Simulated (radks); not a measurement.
All-electron atom: neutral palladium in [Ar] 3d10 4s2 4p5.75 4d10 5p0.25 (fractional occupations, a model configuration). Method: scalar-relativistic Kohn-Sham, SCAN, spin-unpolarised, spherical densities, finite nucleus; meta-GGA in the generalised Kohn-Sham scheme; Fermi nuclear charge, rms radius 4.5318 fm; computed with a radial shooting solver on a logarithmic mesh with Libxc functionals.

Unscreened Slater integrals over Kohn-Sham orbitals (eV).

F0(5p,5p): 3.6824
F2(5p,5p): 1.7201
F0(5p,4d): 5.1194
F2(5p,4d): 0.87129
G1(5p,4d): 0.39561
G3(5p,4d): 0.27879
F0(5p,4p): 5.1890
F2(5p,4p): 0.50758
G0(5p,4p): 0.070999
G2(5p,4p): 0.087388
F0(5p,4s): 5.2008
G1(5p,4s): 0.096489
F0(4d,4d): 16.339
F2(4d,4d): 7.8488
F4(4d,4d): 5.0432
F0(4d,4p): 19.104
F2(4d,4p): 9.0705
G1(4d,4p): 11.267
G3(4d,4p): 6.8285
F0(4d,4s): 19.697
G2(4d,4s): 8.1338
F0(4p,4p): 23.472
F2(4p,4p): 12.307
F0(4p,4s): 24.537
G1(4p,4s): 16.651
F0(4s,4s): 25.775

Derived for the open shells (J is the average intra-shell exchange parameter used in DFT+U). 4p: J = F2/5 = 2.461 eV. 5p: J = F2/5 = 0.3440 eV.
